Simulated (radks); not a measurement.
The numbers below are computed, except where a source is named.
Problem. Numerical settings for the tantalum ion Ta58+, [Ne] 3s2 3p3. Level of theory: Dirac Kohn-Sham, PBE, spin-unpolarised, spherical densities, point nucleus; open shells fill j = l - 1/2 first (a radial shooting solver on a logarithmic mesh with Libxc functionals). The defaults (mesh step 0.008 in ln r, mesh end at 40 bohr or more with all orbitals vanishing there, Anderson mixing 0.5 over 9 steps, residual threshold near 1e-9 with the energy settled to 1e-9 hartree or 1e-11 of itself, here a cap of 96 iterations) give E = -11943.0459 hartree and 3p3/2 at -5851.3 eV in 13 iterations. Run on one thread of a shared host, so times are rough (Intel(R) Xeon(R) 6975P-C): 0.05 s of CPU time, 0.05 s wall, 13 iterations on 2476 mesh points. One setting is changed at a time: mesh step in ln r 0.003; mesh step in ln r 0.08; mesh step in ln r 0.02; mesh end (bohr) 20; mesh end (bohr) 8; residual threshold 0.01; residual threshold 0.001; mixing 0.2; linear mixing, mixing 0.05; linear mixing, mixing 0.8; mixing history 2; iteration cap 2. Which runs fail to converge, and which converge to a wrong energy?

Solution. Not converged within the cap: mesh step in ln r 0.08; linear mixing, mixing 0.05; iteration cap 2. No run marked as converged misses the energy by more than 1 mhartree.
